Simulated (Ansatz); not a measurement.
Compare A (`[SiH3]O/C=C\Br`) with its isomer B (`O[Si]1(Br)CC1`).

Program: Ansatz. Geometries: PBE0-D4/def2-TZVP. ΔE: electronic, gas phase. CCSD(T)/CBS adds triple-zeta CCSD(T) − MP2 to the extrapolated MP2 energy (def2 sets, frozen cores). DFT in def2-TZVPP. B3LYP here is the variant with VWN-RPA as its local correlation; programs differ in this. For Br outer-core shells are correlated without core-valence functions, which leaves a few kJ/mol of doubt a bond. Scalar relativity is left out up to krypton. One conformer a species, not always the lowest.

A:

Z-matrix (Å, degrees):
```
Si
O 1 1.658
H 1 1.478 2 105.9
H 1 1.484 2 110.4 3 120.0
H 1 1.487 2 109.1 3 -120.0
C 2 1.343 1 125.6 3 161.4
C 6 1.326 2 123.9 1 163.1
H 6 1.090 2 117.1 1 -18.2
Br 7 1.870 6 123.2 2 -1.2
H 7 1.079 6 121.4 2 178.4
```

B:

```xyz
10

O    -2.086    0.181   -0.134
Si   -0.588   -0.460   -0.109
Br   -0.639   -2.631   -0.517
C     0.900    0.478   -0.562
C     0.659    0.242    0.996
H    -2.661   -0.055   -0.865
H     0.818    1.512   -0.884
H     1.772   -0.018   -0.977
H     0.435    1.139    1.566
H     1.391   -0.390    1.488
```

**Question.** Which is lower in electronic energy at CCSD(T)/CBS, and by how much? (Estimate.)

**Answer.** Ansatz gave: B, by 185.1 kJ/mol.

**Question.** Give E(B) − E(A) in kJ/mol with ωB97M-V, r2SCAN-D4, B2PLYP, PBE0-D4, B3LYP, PBE-D4, B3LYP-D4. (An estimate is asked.)

**Answer.** Ansatz gave: ωB97M-V -188.1, r2SCAN-D4 -190.3, B2PLYP -170.8, PBE0-D4 -193.2, B3LYP -161.1, PBE-D4 -182.5, B3LYP-D4 -163.7. None reverses the order clearly.

Largest T1 diagnostic: 0.011.

In def2-TZVPP, CCSD(T) changes the Hartree–Fock value by −23.7 kJ/mol (the triples alone add +0.5 kJ/mol) and MP2 by −40.8 kJ/mol. From PBE to PBE0 (25 % exact exchange), in def2-TZVPP and without D4, E(B) − E(A) moves by −11.0 kJ/mol.
